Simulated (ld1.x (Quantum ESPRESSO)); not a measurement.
# Transferability test, TM potential for Eu (Z = 63)

Eu, norm-conserving Troullier–Martins (Kleinman–Bylander form), made with ld1.x (Quantum ESPRESSO) 7.5 (LDA (PZ), fully relativistic). Core [Xe] 4f6, reference 5d1 6s1 6p0 (charge +1). Waves: 6s (bound): rc 3.00 bohr; 5d (bound): rc 2.40 bohr; 5f channel at -0.1 Ry: rc 3.75 bohr; 6p (bound, empty): rc 3.70 bohr. Local part: the p channel. Core correction: none.

Open shells are filled in proportion to 2j + 1 (rel_dist='average').

Energies are relative to the spin-unpolarised reference configuration 5d1 6s1 6p0; without spin polarisation the order of configurations can differ from experiment. The p channel is local and has no spin–orbit splitting in the pseudo-atom. The frozen-core shift is the all-electron ΔE with the core orbitals held at their reference shape minus the fully relaxed ΔE.

Question: Give the all-electron excitation energy and the error of the potential for: 5d1 6s2 6p0; 5d1 6s0 6p0; 5d1 6s1.5 6p0; 5d1 6s0 6p2; 5d1.5 6s1.5 6p0; 5d1 6s1 6p1; 5d0 6s2 6p1.

Answer:

```json
{"valence configuration": "5d1 6s2 6p0", "charge": "0", "ΔE all-electron (eV)": "-6.759", "error AE − PS (meV)": "+25", "frozen-core shift (meV)": "+6.5"}
{"valence configuration": "5d1 6s0 6p0", "charge": "+2", "ΔE all-electron (eV)": "12.208", "error AE − PS (meV)": "+69", "frozen-core shift (meV)": "+28"}
{"valence configuration": "5d1 6s1.5 6p0", "charge": "+0.5", "ΔE all-electron (eV)": "-4.032", "error AE − PS (meV)": "+7.7", "frozen-core shift (meV)": "+2.5"}
{"valence configuration": "5d1 6s0 6p2", "charge": "0", "ΔE all-electron (eV)": "-0.842", "error AE − PS (meV)": "-14", "frozen-core shift (meV)": "+1.7"}
{"valence configuration": "5d1.5 6s1.5 6p0", "charge": "0", "ΔE all-electron (eV)": "-5.999", "error AE − PS (meV)": "+19", "frozen-core shift (meV)": "+26"}
{"valence configuration": "5d1 6s1 6p1", "charge": "0", "ΔE all-electron (eV)": "-3.885", "error AE − PS (meV)": "-2.3", "frozen-core shift (meV)": "+1.1"}
{"valence configuration": "5d0 6s2 6p1", "charge": "0", "ΔE all-electron (eV)": "-4.744", "error AE − PS (meV)": "+181", "frozen-core shift (meV)": "+48"}
```

Levels in the configuration 5d1 6s2 6p0:

| level | all-electron (eV) | pseudo (eV) |
| --- | --- | --- |
| 5d j=3/2 | -2.953 | -2.953 |
| 5d j=5/2 | -2.692 | -2.696 |
| 6s j=1/2 | -4.207 | -4.244 |
